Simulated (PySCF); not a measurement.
## C₆ coefficients of unlike pairs at revPBE

Calculated with PySCF 2.14 from the dipole response of each species, C₆(A,B) = (3/π) ∫ α_A(iu) α_B(iu) du, in atomic units, from isotropic polarisabilities. For ions this is the dispersion term alone; charge-induced terms of lower order in 1/R come first.

| species | configuration | basis | relativity | α (bohr³) | C₆ (like pair) |
| --- | --- | --- | --- | --- | --- |
| F³⁺ | [He] 2s2 2p2 (3P) | dyall-av3z (15s9p3d2f) | none | 0.9440 | 0.8545 |
| Sc⁺ | [Ar] 3d1 4s1 (3D) | aug-cc-pwCVTZ (10s9p7d4f3g) | none | 63.52 | 440.2 |
| In | [Kr] 4d10 5s2 5p1 (2P) | aug-cc-pV5Z-PP with ECP28MDF (8s8p6d4f3g2h) | core potential | 81.42 | 836.4 |
| Pt²⁺ | [Xe] 4f14 5d8 (3F) | aug-cc-pwCVTZ-PP with ECP60MDF (8s8p7d4f3g) | core potential | 9.793 | 63.83 |

Task: Estimate C₆ for Sc⁺ with F³⁺.

Result: The integral gives 13.14. The combination rule 2 C_A C_B / (C_A α_B/α_A + C_B α_A/α_B) gives 11.75 and the geometric mean 19.39.

No spin-orbit coupling is included.

The other pairs:

```csv
pair,C₆
"Pt²⁺, In",186.4
"In, F³⁺",19.53
"Pt²⁺, F³⁺",7.279
"In, Sc⁺",603.5
"Pt²⁺, Sc⁺",126.4
```
